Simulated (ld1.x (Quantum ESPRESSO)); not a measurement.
## LDA (PZ) TM dataset for Au, scalar-relativistic all-electron reference.

- Element: Au
- Generator: ld1.x (Quantum ESPRESSO) 7.5
- Type: norm-conserving Troullier–Martins (Kleinman–Bylander form)
- Functional: LDA (PZ)
- Relativity: scalar-relativistic
- Frozen core: [Xe]
- Valence charge: 25
- Reference configuration: 4f14 5d10 6s0.5 6p0 (charge +0.5)
- Partial waves: 6s (bound): rc 1.65 bohr; 6p (bound, empty): rc 3.35 bohr; 5d (bound): rc 2.15 bohr; 4f (bound): rc 0.55 bohr
- Local potential: all-electron potential smoothed inside 0.40 bohr (lloc = -1)
- Core correction: none

(1) Does the potential have ghost states?

(2) Tests: 4f14 5d10 6s1 6p0; 4f14 5d10 6s0 6p0; 4f14 5d9 6s0 6p0; 4f14 5d7 6s0 6p0; 4f14 5d9 6s2 6p0; 4f14 5d9 6s1 6p1; 4f14 5d9 6s1 6p0. Which has the largest error in its energy relative to the reference configuration, and how large is it?

Answers

(1) Ghost states, extra bound levels that the all-electron valence spectrum of the same l lacks: s at -2246.7 eV, s at -446.3 eV, d at -440.0 eV, s at -44.3 eV (other channels not judged). A true bound ghost makes a file unfit for plane-wave use. The logarithmic derivative shows an extra or strongly shifted pseudo pole above the reference energy (p near 1.70 Ry).

(2) 4f14 5d7 6s0 6p0, with -196 meV (all-electron minus pseudo) on +109.49 eV.
